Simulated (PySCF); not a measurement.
CH5NbO3, SMILES [CH3][Nb]([OH])(=[O])[OH], multiplicity 1.

Geometry optimised at B3LYP-D3(BJ)/def2-SVP. The spin state was assumed, not searched. The structure was generated by enumeration; whether it is a known compound was not checked. The def2 effective core potentials stand for the cores of Nb; spin–orbit coupling is left out. One conformer was computed; it need not be the lowest.

Two levels are set side by side: TDA-PBE/def2-SVPD (PySCF) and TDA-CAM-B3LYP/def2-SVPD (PySCF). Vertical, same geometry. The lowest singlet is HOMO→LUMO 99 % with PBE and HOMO→LUMO 98 % with the other functional; states are paired by order. Differences are taken from unrounded values.

```json
[
 {"quantity": "lowest singlet excitation (eV)", "TDA-CAM-B3LYP": "5.10"},
 {"quantity": "lowest triplet excitation (TDA) (eV)", "TDA-CAM-B3LYP": "4.68"}
]
```

What does TDA-PBE give, and how far is it from TDA-CAM-B3LYP? (An estimate is asked for; the answer gives what the named calculation found.)


| quantity | TDA-PBE | TDA-PBE minus TDA-CAM-B3LYP |
|---|---|---|
| lowest singlet excitation (eV) | 4.68 | -0.43 |
| lowest triplet excitation (TDA) (eV) | 4.29 | -0.40 |

Functionals without exact exchange tend to place singlet excitations lower, as here. Differences between two approximate levels are no errors against the true value.

Rough cost on one machine, each run with all the roots and properties that it gave: TDA-CAM-B3LYP against TDA-PBE about 4 times.
